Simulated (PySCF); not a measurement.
Some computed properties have been withheld. Give your best values.

C₇H₁₁BO₂.
Atom-mapped SMILES: `[CH:1]#[C:2][C@H:3]([CH2:4][CH:5]=[CH2:6])[CH2:7][B:8]([OH:9])[OH:10]` (hydrogens: H11 on C1; H12 on C3; H13, H14 on C4; H15 on C5; H16, H17 on C6; H18, H19 on C7; H20 on O9; H21 on O10)

```tsv
property	level	value
point group	PBE0-D3(BJ)/def2-SVP	?
rotational constants A, B, C	PBE0-D3(BJ)/def2-SVP	1.766, 0.912, 0.713 GHz
dipole moment	B3LYP/def2-SVPD	2.92 D
HOMO energy	B3LYP/def2-SVPD	-7.09 eV
LUMO energy	B3LYP/def2-SVPD	?
lowest singlet excitation	TDDFT B3LYP/def2-SVPD	?
strongest line among the 10 lowest singlet transitions	TDDFT B3LYP/def2-SVPD	S10 at 7.15 eV (173 nm, f = 0.171)
lowest triplet excitation (Tamm–Dancoff)	TDA B3LYP/def2-SVPD	4.38 eV
static isotropic polarisability	B3LYP/def2-SVPD	105.5 au
vertical ionisation energy	ΔSCF B3LYP/def2-SVPD	8.97 eV
electronic spatial extent ⟨r²⟩ about the centre of nuclear charge	B3LYP/def2-SVPD	1676 bohr²
13C chemical shifts (computed TMS as zero) by class	GIAO B3LYP/pcSseg-1	149.4 (C5), 125.6 (C6), 93.2 (C2), 70.4 (C1), 48.1 (C4), 28.4 (C3), 23.9 (C7) ppm
1H chemical shifts (computed TMS as zero) by class	GIAO B3LYP/pcSseg-1	?
isotropic shieldings of nuclei other than C and H, by class	GIAO B3LYP/pcSseg-1	67 (B8), 204 (O9/O10) ppm
```

The electronic properties come from PySCF, for the isolated species, density fitting. Isolated species at its PBE0-D3(BJ)/def2-SVP geometry (one conformer only).

(1) What is the point group?

(2) What are the 1H chemical shifts (computed TMS as zero) by class?

(3) Give the lowest singlet excitation.

(4) What is the LUMO energy?

Results:

(1) C1.

(2) 5.88 (H15), 5.29 (H17), 4.98 (H16), 2.59 (H12), 2.58 (H14), 2.52 (H20/H21), 1.77 (H11), 1.76 (H13), 1.01 (H18), 0.66 (H19) ppm.

(3) 5.81 eV (213 nm, f = 0.007).

(4) -0.66 eV.

The largest Löwdin shares of the HOMO are 0.20 on C1, 0.20 on C6, 0.17 on C2 and 0.16 on C5. The dipole equals about 9.7 × 10⁻³⁰ C·m (1 D = 3.33564 × 10⁻³⁰ C·m). A dipole of 2.92 D is allowed in C1, and pure rotational transitions are dipole-allowed.
